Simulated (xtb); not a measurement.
trisilylamine (H9NSi3), SMILES [SiH3]N([SiH3])[SiH3]. All values are semi-empirical tight-binding results from xtb (GFN2-xTB unless named), good for trends rather than for accurate numbers. Coordinates come from a GFN2-xTB optimisation.

The point group as xtb finds it comes out as C3v and the orbital gap comes out as 4.52 eV. The dipole moment is 0.44 D. The zero-point energy is 48.6 kcal/mol and the G − E(el) at 298.15 K (modified RRHO) is 28.2 kcal/mol. The static polarisability (D4 model) is 99.4 bohr³, the solvation energy, GFN2-xTB/ALPB(water) comes out as 0.9 kcal/mol and the solvation energy, GFN2-xTB/ALPB(thf) is -3.7 kcal/mol.
